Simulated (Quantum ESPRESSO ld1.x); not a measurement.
Results of a calculation; reference values are marked as such.
Orbital energies (hartree) of neutral bismuth, [Hg] 6p3: non-relativistic, with first-order perturbation theory as ld1.x prints it (mass-velocity, Darwin and spin-orbit terms), and from the self-consistent Dirac equation with open shells shared by 2j + 1. Spin-unpolarised spherical Kohn-Sham, LDA (Slater exchange, Perdew-Zunger correlation), point nucleus, ld1.x of Quantum ESPRESSO 7.5.

orbital  non-rel.  first order     Dirac
1s1/2    -2975.55     -3285.37  -3324.05
2s1/2    -502.951     -586.958  -596.748
2p1/2    -484.717     -566.647  -573.442
2p3/2    -484.717     -500.716  -488.266
3s1/2    -120.614     -142.718  -144.010
3p1/2    -111.884     -132.923  -133.471
3p3/2    -111.884     -118.417  -114.403
3d3/2    -95.5328     -101.336  -97.1002
3d5/2    -95.5328     -97.3850  -93.0555
4s1/2    -27.0704     -32.9627  -33.0195
4p1/2    -23.2187     -28.5725  -28.4402
4p3/2    -23.2187     -25.0559  -23.7316
4d3/2    -16.0848     -17.5376  -16.2761
4d5/2    -16.0848     -16.6865  -15.3974
4f5/2     -6.3827      -6.7399   -5.7105
4f7/2     -6.3827      -6.5245   -5.5086
5s1/2     -4.6115      -5.9053   -5.7858
5p1/2     -3.2932      -4.3427   -4.1926
5p3/2     -3.2932      -3.6629   -3.2774
5d3/2     -1.1390      -1.3382   -1.0604
5d5/2     -1.1390      -1.2256   -0.9496
6s1/2     -0.4262      -0.5837   -0.5393
6p1/2     -0.1804      -0.2649   -0.2289
6p3/2     -0.1804      -0.2103   -0.1566

First order keeps the non-relativistic potential frozen, so it lacks the indirect effect: the contracted s and p shells screen the nucleus better and push d and f levels up in the self-consistent Dirac solution.
